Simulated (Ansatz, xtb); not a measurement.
Breaking the Ge1–H2 bond in CH4Ge (SMILES [CH3][GeH]) (multiplicity 1 held, fragments rigid). Energies count from the point at 1.605 Å.
Geometry at that point (charge 0, multiplicity 1):
```xyz
6

Ge    -0.26416    -0.20224     0.31354
H     -1.28333    -0.57768    -0.86881
C      1.00678     0.72630    -0.93211
H      1.87672     1.13031    -0.41651
H      0.48299     1.53602    -1.44987
H      1.33612     0.02530    -1.70554
```

Restricted levels (R-, RO-) in cc, def2 and unpolarised 6-31G sets keep to the state of the molecule at rest. Unrestricted levels (U-) break spin symmetry where that is lower. Levels need not reach the same state.

Frozen-core correlation. Filled d and f shells under p-block atoms count as core.

Codes used: Ansatz (Gaussian orbitals); xtb for the GFN methods. Each number belongs to the level named beside it. The GFN methods have no spin term and hold the electronic entropy of 300 K.

**Question.** One of these levels gives 220.0 kJ/mol for the energy at R = 5.138 Å. Which one is it?
A. R-HF/cc-pVDZ
B. GFN2-xTB
C. U-MP2/cc-pVDZ
D. U-HF/cc-pVDZ

**Answer.** D, U-HF/cc-pVDZ. The others give 359.5 (GFN2-xTB), 590.4 (R-HF/cc-pVDZ), 266.4 (U-MP2/cc-pVDZ)

Doubts at one or more of the structures used: a restricted determinant that unrestricted orbitals would lower (R-HF/cc-pVDZ); a spin-contaminated determinant (U-HF/cc-pVDZ, U-MP2/cc-pVDZ).

Ansatz is a quantum-chemistry and plane-wave program.
